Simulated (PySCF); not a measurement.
SMILES N#CC[SiH2]c1ccccc1 (GFN2-xTB optimised geometry):

```
19

N     -1.867    -4.274     0.626
C     -1.220    -3.331     0.570
C     -0.442    -2.139     0.486
Si    -1.561    -0.666    -0.028
C     -0.527     0.912     0.000
C     -1.177     2.144    -0.002
C     -0.468     3.330    -0.001
C      0.917     3.309     0.000
C      1.582     2.095     0.000
C      0.866     0.912     0.000
H      0.019    -1.954     1.457
H      0.351    -2.297    -0.247
H     -2.075    -0.925    -1.378
H     -2.663    -0.561     0.934
H     -2.257     2.166    -0.003
H     -0.994     4.274     0.000
H      1.474     4.234     0.002
H      2.663     2.071     0.000
H      1.403    -0.026     0.001
```

Level of theory: PySCF with PBE0/def2-SVP.

### Question
What are the frontier orbital energies and the dipole moment?

### Answer
HOMO-2 -8.63 eV, HOMO-1 -7.74 eV, HOMO -7.70 eV, LUMO -0.85 eV, LUMO+1 -0.51 eV; dipole moment 4.92 D.

Meta-Löwdin charges at PBE0/def2-SVP: N1 -0.23, C2 0.10, C3 -0.44, Si4 0.64, C5 -0.22, C6 -0.09, C7 -0.10, C8 -0.10, C9 -0.10, C10 -0.10, H11 0.15, H12 0.15, H13 -0.09, H14 -0.09, H15 0.10, H16 0.11, H17 0.11, H18 0.11, H19 0.10.
